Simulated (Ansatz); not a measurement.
The first iterations of a band of C$_{2}$H$_{3}$BS (7 atoms, charge 0, multiplicity 1).

These are results of RKS B3LYP/def2-SVP in Ansatz, not measurements.

- movable images: 9
- climbing image: yes
- spring: 5.0 eV/Å²
- optimiser: quadratic models (default)
- start path: through a guess of the saddle point
- force threshold: 0.05 eV/Å
- iteration limit: 60
- end points: relaxed

Initial state:

```xyz
7
Properties=species:S:1:pos:R:3
C -1.617 -0.032 -0.918
C -0.709 0.066 -0.109
B 0.416 0.188 0.899
S 2.130 -0.147 0.511
H -2.421 -0.116 -1.626
H 0.214 0.523 2.037
H 1.987 -0.481 -0.795
```

Final state:

```xyz
7
Properties=species:S:1:pos:R:3
C -1.932 -0.091 -1.166
C -1.150 -0.037 -0.221
B -0.306 0.075 1.005
S 1.484 -0.295 0.848
H -2.631 -0.137 -1.981
H 2.105 0.521 1.723
H 2.429 -0.036 -0.209
```

| iteration | highest image above the first end (eV) | largest band force component (eV/Å) |
| --- | --- | --- |
| 1 | 5.711 | 5.055 |
| 2 | 4.982 | 2.491 |
| 3 | 4.648 | 2.016 |
| 4 | 4.749 | 1.325 |

**Question.** Does the band converge within its limit, and where does its top end?

**Answer.** It converged. It ended after 13 iterations with the highest image 4.650 eV above the first end. Neighbouring images differ by up to 1.5 eV, so the band resolves the path poorly. A vibrational analysis at the climbing image gives one clearly imaginary mode, 1287i cm⁻¹: a first-order saddle point. The orbitals stay closed-shell, which can raise the energy where a bond breaks towards radicals; this wasn't checked here.

Run time: 4.7 min on 1 thread of Arm Neoverse V1, on a shared host, peak memory 0.14 GiB.
